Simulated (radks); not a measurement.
The numbers below are computed, except where a source is named.
Task: Code: a radial shooting solver on a logarithmic mesh with Libxc functionals. Model: Dirac Kohn-Sham, BLYP, spin-unpolarised, spherical densities, finite nucleus; open shells fill j = l - 1/2 first; Fermi nuclear charge, rms radius of each element as measured or else 0.836 A^(1/3) + 0.57 fm. Each species is in its NIST ground configuration. Rank Zr, Mo, Pd, Cd, Ru, Tc, Ag, Rh, Nb by radius at which the density is 0.001 e/bohr^3 (bohr), largest first.

Result: Zr 5.08, Nb 4.83, Tc 4.76, Mo 4.72, Ru 4.52, Rh 4.43, Cd 4.39, Ag 4.27, Pd 4.11.
